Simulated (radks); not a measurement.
The numbers below are computed, except where a source is named.
Problem. Numerical settings for the ytterbium ion Yb42+, [Ar] 3d10. Level of theory: Dirac Kohn-Sham, LDA (Slater exchange, Perdew-Wang correlation), spin-unpolarised, spherical densities, point nucleus (a radial shooting solver on a logarithmic mesh with Libxc functionals). The defaults (mesh step 0.008 in ln r, mesh end at 40 bohr or more with all orbitals vanishing there, Anderson mixing 0.5 over 9 steps, residual threshold near 1e-9 with the energy settled to 1e-9 hartree or 1e-11 of itself, here a cap of 75 iterations) give E = -12906.4238 hartree and 3d5/2 at -3383.7 eV in 14 iterations. Run on one thread of a shared host, so times are rough (Arm Neoverse V1): 0.08 s of CPU time, 0.08 s wall, 14 iterations on 2476 mesh points. One setting is changed at a time: mesh step in ln r 0.12; mesh step in ln r 0.03; mesh step in ln r 0.003; mesh end (bohr) 20; mesh end (bohr) 3; residual threshold 0.1; residual threshold 0.01; mixing 0.01; linear mixing, mixing 0.8; linear mixing, mixing 1; mixing history 2; iteration cap 8. Which runs fail to converge, and which converge to a wrong energy?

Solution. Not converged within the cap: mesh step in ln r 0.12; iteration cap 8. No run marked as converged misses the energy by more than 1 mhartree.
